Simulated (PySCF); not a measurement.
## Relaxation of triplet MoO₂

Level of theory: UPBE0/[Mo def2-TZVP with ECP28, O def2-TZVP], scalar-relativistic core potentials, density fitting, no spin–orbit coupling, PySCF. A (50,194) grid was used.

A hand-made linear start, of D∞h symmetry, held to at least that symmetry:

```xyz
3
charge 0 multiplicity 3, angstrom
Mo    0.0000    0.0000    0.0000
O     0.0000    0.0000    1.7800
O     0.0000    0.0000   -1.7800
```

Optimiser trace:
```
step  E − E(last) (kJ/mol)  largest gradient (Eh/bohr)
   0                  5.19                     0.03163
   1                  1.33                     0.01746
   2                  0.01                     0.00146
   3                  0.00                     0.00006
```

It ends at D∞h with Mo–O 1.748 Å (×2); O–Mo–O 180.0°. A frequency run shows 2 imaginary modes (one degenerate set), down to 269i cm⁻¹, so it is a higher-order saddle point. Other isomers or separated fragments may lie lower.

Open d and f shells are described by one determinant, and the ground state may have another occupation or spin.
